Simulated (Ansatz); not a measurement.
Born–Oppenheimer molecular dynamics of C4H9B (14 atoms, charge 0, multiplicity 1). It starts from a relaxed structure.

Level of theory: UKS PBE-D4/STO-3G (Ansatz 0.2.0).

```json
{
 "ensemble": "NVT, Nosé–Hoover chain",
 "time step": "0.25 fs",
 "steps asked": "197",
 "set temperature": "1500 K",
 "thermostat": "time constant 100 fs, chain length 3 (defaults)",
 "seed": "524849"
}
```

Frames 1.25 fs apart, positions in Å, forces in eV/Å.

Velocities at 22.5 fs (Å/ps):

```
B -0.72 -2.49 4.10
C -0.82 6.44 -9.83
C -2.09 -8.80 10.95
C 0.60 2.73 2.36
C 0.68 -2.18 -1.13
H -4.50 15.86 10.88
H -2.13 9.45 -26.03
H 31.84 23.29 -16.72
H 39.47 40.12 -12.69
H -30.74 -11.02 -35.59
H 20.19 9.54 0.06
H -48.38 -22.54 14.77
H 17.68 25.53 -11.74
H 3.70 -42.02 5.08
```

```xyz
14
Properties=species:S:1:pos:R:3:forces:R:3 time_fs=22.5 energy_less_start_eV=1.332 T=663
B -0.376 2.197 0.030 1.11 -1.68 -1.43
C -0.022 0.611 0.025 -1.08 3.31 1.97
C 0.099 0.102 1.487 -3.75 1.49 0.75
C -0.008 -0.242 -1.037 -1.54 0.31 -1.61
C 0.134 -1.755 -0.959 -0.01 -0.74 3.70
H -0.385 2.842 1.002 -0.16 -0.19 0.68
H -0.501 2.828 -0.952 -0.21 -0.17 -0.45
H 0.982 -0.385 1.548 4.24 -3.01 0.35
H 0.226 0.907 2.341 -1.23 -1.37 -2.01
H -0.745 -0.679 1.637 1.20 1.39 0.50
H -0.218 0.171 -2.054 0.23 0.05 0.27
H -0.658 -2.293 -0.225 1.91 1.56 -1.50
H 1.152 -1.770 -0.461 -0.66 -1.19 -0.09
H 0.173 -2.376 -1.848 -0.04 0.24 -1.12
14
Properties=species:S:1:pos:R:3:forces:R:3 time_fs=23.8 energy_less_start_eV=1.494 T=560
B -0.376 2.193 0.034 0.94 -0.50 -1.93
C -0.024 0.621 0.014 -0.94 2.82 2.94
C 0.095 0.092 1.501 -1.14 0.98 -0.24
C -0.008 -0.238 -1.036 -1.51 0.06 -2.06
C 0.135 -1.758 -0.958 -0.38 -1.41 3.22
H -0.392 2.859 1.019 -0.14 -0.58 0.09
H -0.505 2.837 -0.985 -0.10 -0.69 0.50
H 1.048 -0.376 1.530 1.54 -1.83 0.26
H 0.266 0.946 2.311 -1.58 -1.79 -1.76
H -0.773 -0.682 1.598 1.56 1.42 0.91
H -0.191 0.183 -2.052 0.16 0.00 0.16
H -0.702 -2.308 -0.219 2.61 1.88 -1.76
H 1.169 -1.747 -0.476 -0.91 -1.35 0.04
H 0.177 -2.425 -1.848 -0.09 1.00 -0.37
14
Properties=species:S:1:pos:R:3:forces:R:3 time_fs=25.0 energy_less_start_eV=1.509 T=551
B -0.375 2.188 0.036 0.74 0.43 -2.05
C -0.027 0.635 0.006 -0.75 1.93 3.41
C 0.089 0.083 1.514 2.32 0.19 -1.77
C -0.010 -0.234 -1.036 -1.35 -0.03 -1.94
C 0.135 -1.764 -0.953 -0.46 -1.55 2.07
H -0.401 2.868 1.038 -0.11 -0.90 -0.44
H -0.510 2.837 -1.012 -0.02 -0.94 1.09
H 1.138 -0.395 1.515 -1.64 -0.45 0.29
H 0.281 0.958 2.254 -1.64 -1.54 -0.91
H -0.778 -0.664 1.571 1.24 0.93 1.25
H -0.162 0.195 -2.048 0.06 -0.02 -0.10
H -0.708 -2.296 -0.238 2.54 1.70 -1.43
H 1.172 -1.745 -0.490 -0.81 -1.37 0.27
H 0.180 -2.459 -1.854 -0.13 1.62 0.27
14
Properties=species:S:1:pos:R:3:forces:R:3 time_fs=26.2 energy_less_start_eV=1.470 T=578
B -0.373 2.184 0.034 0.55 0.94 -1.87
C -0.031 0.651 0.003 -0.54 0.71 3.36
C 0.086 0.075 1.526 4.51 -0.31 -3.59
C -0.014 -0.231 -1.039 -1.08 0.04 -1.40
C 0.135 -1.770 -0.945 0.03 -0.80 0.49
H -0.411 2.864 1.050 -0.07 -1.01 -0.74
H -0.516 2.822 -1.022 0.02 -0.90 1.21
H 1.205 -0.421 1.505 -3.30 0.31 0.40
H 0.273 0.949 2.184 -1.36 -0.50 0.44
H -0.766 -0.633 1.563 0.33 0.02 1.43
H -0.132 0.207 -2.046 -0.02 -0.02 -0.37
H -0.677 -2.259 -0.278 1.53 0.94 -0.41
H 1.163 -1.763 -0.500 -0.43 -1.26 0.53
H 0.181 -2.470 -1.857 -0.16 1.82 0.50
14
Properties=species:S:1:pos:R:3:forces:R:3 time_fs=27.5 energy_less_start_eV=1.459 T=587
B -0.370 2.181 0.030 0.38 0.97 -1.44
C -0.035 0.668 0.005 -0.34 -0.68 2.90
C 0.088 0.066 1.533 5.46 -0.82 -5.20
C -0.019 -0.227 -1.044 -0.71 0.26 -0.69
C 0.135 -1.778 -0.937 1.65 1.06 -1.60
H -0.423 2.845 1.052 -0.03 -0.88 -0.75
H -0.522 2.794 -1.015 0.00 -0.58 0.86
H 1.224 -0.443 1.501 -3.72 0.63 0.50
H 0.245 0.932 2.122 -0.87 1.07 1.90
H -0.750 -0.601 1.577 -0.79 -0.95 1.44
H -0.102 0.218 -2.048 -0.09 -0.08 -0.49
H -0.625 -2.209 -0.323 -0.83 -0.52 1.55
H 1.148 -1.799 -0.503 0.07 -1.03 0.75
H 0.180 -2.454 -1.852 -0.19 1.56 0.28
14
Properties=species:S:1:pos:R:3:forces:R:3 time_fs=28.8 energy_less_start_eV=1.383 T=640
B -0.366 2.179 0.024 0.28 0.52 -0.83
C -0.040 0.684 0.009 -0.16 -2.05 2.23
C 0.097 0.056 1.533 4.78 -0.71 -5.64
C -0.025 -0.223 -1.050 -0.28 0.55 -0.06
C 0.137 -1.785 -0.931 3.50 3.17 -3.13
H -0.435 2.813 1.043 0.00 -0.51 -0.44
H -0.527 2.758 -0.996 -0.08 0.00 0.05
H 1.189 -0.456 1.504 -3.05 0.56 0.55
H 0.203 0.931 2.086 -0.48 1.77 2.50
H -0.744 -0.583 1.612 -1.23 -1.31 1.27
H -0.073 0.229 -2.058 -0.14 -0.20 -0.37
H -0.586 -2.167 -0.345 -3.35 -1.91 3.44
H 1.134 -1.851 -0.494 0.44 -0.73 0.82
H 0.175 -2.415 -1.844 -0.22 0.87 -0.38
14
Properties=species:S:1:pos:R:3:forces:R:3 time_fs=30.0 energy_less_start_eV=0.912 T=944
B -0.363 2.179 0.017 0.23 -0.21 -0.21
C -0.045 0.697 0.017 0.01 -3.22 1.49
C 0.112 0.045 1.527 1.39 1.06 -4.38
C -0.032 -0.218 -1.056 0.21 0.82 0.44
C 0.143 -1.788 -0.929 2.58 3.61 -1.59
H -0.447 2.773 1.028 -0.01 0.02 0.09
H -0.535 2.722 -0.977 -0.21 0.65 -0.97
H 1.110 -0.462 1.516 -0.77 -0.21 0.53
H 0.154 0.954 2.086 -0.18 0.55 1.79
H -0.755 -0.584 1.665 -0.49 -0.75 0.84
H -0.047 0.236 -2.073 -0.21 -0.35 -0.08
H -0.592 -2.150 -0.319 -2.76 -1.58 2.64
H 1.126 -1.915 -0.473 0.48 -0.39 0.65
H 0.168 -2.363 -1.842 -0.26 0.00 -1.23
14
Properties=species:S:1:pos:R:3:forces:R:3 time_fs=31.2 energy_less_start_eV=0.815 T=1011
B -0.358 2.177 0.009 0.16 -0.76 0.05
C -0.050 0.707 0.026 0.20 -4.08 0.78
C 0.128 0.035 1.515 -4.27 4.00 -2.38
C -0.038 -0.213 -1.061 0.69 0.94 0.88
C 0.152 -1.786 -0.928 0.03 2.64 1.44
H -0.460 2.734 1.013 -0.03 0.54 0.64
H -0.545 2.695 -0.971 -0.29 1.05 -1.60
H 1.021 -0.472 1.535 3.09 -1.94 0.56
H 0.103 0.984 2.112 0.34 -1.26 0.57
H -0.773 -0.595 1.731 0.70 0.14 0.12
H -0.023 0.238 -2.089 -0.30 -0.43 0.22
H -0.638 -2.157 -0.256 -0.14 -0.30 0.04
H 1.125 -1.984 -0.443 0.12 0.01 0.22
H 0.156 -2.311 -1.857 -0.32 -0.55 -1.55
14
Properties=species:S:1:pos:R:3:forces:R:3 time_fs=32.5 energy_less_start_eV=1.151 T=800
B -0.354 2.175 0.002 -0.07 -0.68 -0.24
C -0.055 0.711 0.037 0.38 -4.55 0.12
C 0.139 0.031 1.500 -7.30 5.40 -0.68
C -0.043 -0.206 -1.065 1.11 0.84 1.36
C 0.162 -1.781 -0.926 -1.50 1.38 2.69
H -0.472 2.703 1.009 -0.04 0.86 0.88
H -0.559 2.684 -0.988 -0.20 0.94 -1.33
H 0.976 -0.510 1.563 4.77 -2.74 0.66
H 0.056 0.996 2.147 0.91 -2.25 -0.33
H -0.781 -0.605 1.799 1.40 0.71 -0.65
H -0.004 0.234 -2.102 -0.39 -0.42 0.40
H -0.687 -2.168 -0.190 1.61 0.54 -1.80
H 1.126 -2.052 -0.410 -0.39 0.46 -0.32
H 0.140 -2.266 -1.895 -0.30 -0.49 -0.75
14
Properties=species:S:1:pos:R:3:forces:R:3 time_fs=33.8 energy_less_start_eV=1.176 T=786
B -0.350 2.172 -0.006 -0.47 -0.05 -0.68
C -0.060 0.710 0.048 0.47 -4.57 -0.54
C 0.142 0.033 1.484 -4.86 3.14 0.93
C -0.047 -0.198 -1.068 1.44 0.53 1.88
C 0.169 -1.774 -0.921 -2.13 0.34 2.18
H -0.486 2.683 1.016 0.01 0.87 0.58
H -0.576 2.686 -1.024 0.05 0.46 -0.37
H 0.997 -0.586 1.601 1.93 -0.61 0.27
H 0.023 0.977 2.178 1.31 -2.19 -0.73
H -0.769 -0.605 1.858 1.36 0.79 -1.26
H 0.009 0.223 -2.110 -0.44 -0.28 0.40
H -0.713 -2.172 -0.151 2.20 0.86 -2.55
H 1.121 -2.114 -0.381 -0.71 0.88 -0.77
H 0.120 -2.228 -1.942 -0.18 -0.17 0.65
14
Properties=species:S:1:pos:R:3:forces:R:3 time_fs=35.0 energy_less_start_eV=1.263 T=733
B -0.346 2.169 -0.015 -0.89 0.64 -0.77
C -0.064 0.703 0.058 0.46 -4.10 -1.14
C 0.139 0.039 1.470 -1.53 0.06 2.20
C -0.049 -0.189 -1.068 1.67 0.04 2.37
C 0.174 -1.767 -0.912 -2.36 -0.16 1.02
H -0.499 2.677 1.032 0.12 0.65 -0.09
H -0.593 2.695 -1.066 0.32 -0.06 0.61
H 1.046 -0.670 1.641 -0.99 1.79 -0.45
H 0.009 0.925 2.199 1.50 -1.27 -0.64
H -0.737 -0.593 1.898 0.77 0.45 -1.60
H 0.016 0.209 -2.111 -0.46 -0.07 0.25
H -0.707 -2.163 -0.148 2.01 0.86 -2.54
H 1.105 -2.164 -0.363 -0.65 1.16 -0.99
H 0.097 -2.193 -1.981 0.01 0.00 1.77
14
Properties=species:S:1:pos:R:3:forces:R:3 time_fs=36.2 energy_less_start_eV=1.418 T=637
B -0.343 2.166 -0.025 -1.18 1.01 -0.50
C -0.067 0.691 0.066 0.39 -3.15 -1.60
C 0.133 0.045 1.458 0.77 -2.12 2.47
C -0.049 -0.180 -1.065 1.80 -0.54 2.68
C 0.176 -1.760 -0.903 -2.11 0.05 -0.37
H -0.510 2.680 1.047 0.24 0.38 -0.76
H -0.604 2.703 -1.099 0.51 -0.40 1.22
H 1.083 -0.730 1.676 -2.24 2.92 -1.01
H 0.017 0.855 2.211 1.49 0.24 -0.05
H -0.695 -0.575 1.914 -0.22 -0.27 -1.59
H 0.016 0.193 -2.109 -0.44 0.17 0.06
H -0.672 -2.142 -0.183 1.03 0.52 -1.79
H 1.081 -2.196 -0.360 -0.21 1.24 -0.94
H 0.073 -2.158 -1.994 0.18 -0.05 2.18
```

Of the whole run (49 fs, mean temperature of the second half 769 K): The conserved energy stayed within 0.37 meV per atom of its start (net change 0.29 meV per atom), so the integration is sound. The mean temperature of the second half is 49 % below the set value. A run of 0.049 ps of so small a system gives no equilibrium averages. Limits of this set-up: minimal basis.

The run took 9.7 min on 1 thread of Arm Neoverse V2, on a shared host, peak memory 0.12 GiB.
